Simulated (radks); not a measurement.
Spherical quantum dot in the effective-mass picture: electrons in a hard-walled sphere of radius 2.16, all in effective atomic units (hartree* = m*/eps^2 hartree, bohr* = eps/m* bohr), one dielectric constant everywhere. Method: non-relativistic Kohn-Sham, PBEsol, spin-polarised, spherical densities; computed with a radial shooting solver with Libxc functionals. Levels are named by radial order and angular momentum (1s, 1p, 1d, 2s, ...), and open shells are averaged over m.

N = 9, configuration 1s2 1p6 1d(up 1, down 0). This is the lowest configuration that the search found. Occupied and some empty levels:

level    occupation  eigenvalue (hartree*)  <r> (bohr*)
1s up             1                 6.6355        1.239
1s down           1                 6.6706        1.235
1p up             3                 7.4608        1.371
1p down           3                 7.5028        1.369
1d up             1                 8.6640        1.459
1d down           0                 8.7100        1.458
2s up             0                 9.8949        1.024
2s down           0                 9.9145        1.026
1f up             0                 10.195        1.524
1f down           0                 10.243        1.523
2p up             0                 11.952        1.147
2p down           0                 11.977        1.148

Energy (hartree*): total 41.3562, kinetic 19.480, external 0, Hartree 27.093, exchange-correlation -5.2171.
